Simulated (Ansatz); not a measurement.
A nudged elastic band was laid between two geometries of H12OSi5 + H3N (22 atoms, charge 0, multiplicity 1).

The calculation used Ansatz 0.2.0, RHF/6-31G*.

| Quantity | Value |
| --- | --- |
| movable images | 7 |
| climbing image | yes |
| spring | 5.0 eV/Å² |
| optimiser | quadratic models (default) |
| start path | through a guess of the saddle point |
| force threshold | 0.5 eV/Å |
| iteration limit | 60 |
| end points | relaxed |

Initial state:

```xyz
22
Properties=species:S:1:pos:R:3
Si -0.337 0.289 -0.093
O -0.762 0.315 1.505
Si -0.974 -0.319 2.988
H -1.778 -1.554 2.941
H 0.322 -0.618 3.630
H -1.684 0.670 3.819
Si 2.005 0.476 -0.349
H 2.741 -0.625 0.307
H 2.327 0.447 -1.795
H 2.502 1.755 0.204
Si -1.350 2.175 -1.091
H -2.825 2.090 -1.008
H -0.918 3.429 -0.435
H -0.971 2.248 -2.521
Si -1.130 -1.658 -1.186
H -2.039 -2.435 -0.319
H -1.888 -1.268 -2.399
H -0.026 -2.533 -1.637
N 0.774 -2.895 1.411
H 0.146 -3.563 1.818
H 1.268 -3.367 0.676
H 1.450 -2.661 2.114
```

Final state:

```xyz
22
Properties=species:S:1:pos:R:3
Si 0.518 -0.327 -0.557
O -1.724 -0.637 2.401
Si -2.043 -0.967 3.973
H -3.461 -0.663 4.218
H -1.789 -2.387 4.302
H -1.210 -0.153 4.887
Si 2.464 0.061 -1.850
H 3.317 -1.149 -1.889
H 2.103 0.424 -3.237
H 3.264 1.164 -1.271
Si -0.753 1.666 -0.429
H -2.195 1.393 -0.307
H -0.300 2.470 0.727
H -0.525 2.457 -1.659
Si -0.725 -2.089 -1.523
H -2.033 -2.254 -0.863
H -0.939 -1.803 -2.958
H 0.030 -3.357 -1.409
N 0.909 -0.814 1.111
H 1.356 -1.706 1.211
H 1.433 -0.145 1.644
H -0.841 -0.787 2.062
```

Question: Which bonds break or form, and what moves?

Answer: Bonds broken: Si1–O2, N19–H22. Bonds formed: Si1–N19, O2–H22. H12OSi5 + H3N becomes H11NSi4 + H4OSi.

Question: Give the energies along the band, and the barrier.

Answer: The forces met the threshold. The highest image is number 4 of 0 to 8, 1.89 eV above the first end and 1.29 eV above the last; the last end lies 0.60 eV above the first. The threshold of 0.5 eV/Å is loose, so the images may lie well off the minimum-energy path. Beside the main top the profile has a ripple of under 15 meV (maxima at images 4, 7), which may be a very shallow well or noise. Neighbouring images differ by up to 1.5 eV, so the band resolves the path poorly. The order of the stationary point at the top wasn't checked. The orbitals stay closed-shell, which can raise the energy where a bond breaks towards radicals; this wasn't checked here.

```json
{"image": "0", "path coordinate (Å)": "0.00", "energy (eV)": "0.00", "Si1–O2 (Å)": "1.65", "N19–H22 (Å)": "1.00", "Si1–N19 (Å)": "3.69"}
{"image": "1", "path coordinate (Å)": "2.98", "energy (eV)": "0.06", "Si1–O2 (Å)": "1.66", "N19–H22 (Å)": "1.00", "Si1–N19 (Å)": "3.52"}
{"image": "2", "path coordinate (Å)": "5.95", "energy (eV)": "0.12", "Si1–O2 (Å)": "1.67", "N19–H22 (Å)": "1.00", "Si1–N19 (Å)": "3.55"}
{"image": "3", "path coordinate (Å)": "8.93", "energy (eV)": "0.37", "Si1–O2 (Å)": "1.69", "N19–H22 (Å)": "1.00", "Si1–N19 (Å)": "3.24"}
{"image": "4", "path coordinate (Å)": "11.91", "energy (eV)": "1.89", "Si1–O2 (Å)": "2.31", "N19–H22 (Å)": "1.02", "Si1–N19 (Å)": "1.96"}
{"image": "5", "path coordinate (Å)": "13.67", "energy (eV)": "0.70", "Si1–O2 (Å)": "3.26", "N19–H22 (Å)": "1.93", "Si1–N19 (Å)": "1.78"}
{"image": "6", "path coordinate (Å)": "15.42", "energy (eV)": "0.62", "Si1–O2 (Å)": "3.77", "N19–H22 (Å)": "1.99", "Si1–N19 (Å)": "1.78"}
{"image": "7", "path coordinate (Å)": "17.18", "energy (eV)": "0.63", "Si1–O2 (Å)": "3.58", "N19–H22 (Å)": "1.99", "Si1–N19 (Å)": "1.78"}
{"image": "8", "path coordinate (Å)": "18.93", "energy (eV)": "0.60", "Si1–O2 (Å)": "3.72", "N19–H22 (Å)": "1.99", "Si1–N19 (Å)": "1.78"}
```

Question: What is the geometry of the highest image?

Answer: 
```xyz
22
Properties=species:S:1:pos:R:3
Si 0.258 -0.396 -0.140
O -0.931 -0.422 1.842
Si -2.208 -0.506 2.801
H -3.439 -0.987 2.116
H -1.994 -1.440 3.946
H -2.567 0.801 3.416
Si 2.077 -0.286 -1.706
H 2.785 -1.586 -1.831
H 1.630 0.127 -3.054
H 3.086 0.696 -1.234
Si -0.576 1.770 0.129
H -2.041 1.764 0.240
H 0.057 2.391 1.309
H -0.217 2.601 -1.047
Si -1.070 -2.170 -0.931
H -2.152 -2.577 -0.025
H -1.633 -1.746 -2.231
H -0.190 -3.336 -1.182
N 1.391 -1.006 1.335
H 1.761 -1.933 1.214
H 2.155 -0.390 1.554
H 0.673 -0.972 2.061
```

Time of the run: 6.2 min on 4 threads of Arm Neoverse V2 (shared host), peak memory 0.56 GiB.
